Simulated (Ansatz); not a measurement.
A displaced shape of singlet BeH₂:

```yaml
atoms:
  - { symbol: H, position_ang: [0.0167, -0.0468, -1.3340] }
  - { symbol: Be, position_ang: [0.0020, 0.0104, -0.0489] }
  - { symbol: H, position_ang: [-0.0145, 0.0393, 1.3664] }
```

It was optimised with HF/def2-SVP in Ansatz (development build ahead of 0.2.0) to forces under 0.001 eV/Å, with restricted orbitals. Each step stands on the lowest determinant of that kind that the program's search found.

(1) What shape does it relax to, and how does the optimisation go?

Results:

(1)

```yaml
atoms:
  - { symbol: H, position_ang: [0.0168, -0.0416, -1.3395] }
  - { symbol: Be, position_ang: [0.0014, 0.0010, -0.0055] }
  - { symbol: H, position_ang: [-0.0140, 0.0435, 1.3285] }
```

Bond lengths: H1–Be2 1.335 Å, Be2–H3 1.335 Å. Angles: H1–Be2–H3 180.0°.

```csv
step,E − E(start) (eV),largest force (eV/Å)
1,0.0000,1.9825
2,-0.0669,0.2973
3,-0.0684,0.0033
4,-0.0684,0.0000
```

The optimisation ended after 4 steps with its threshold met.
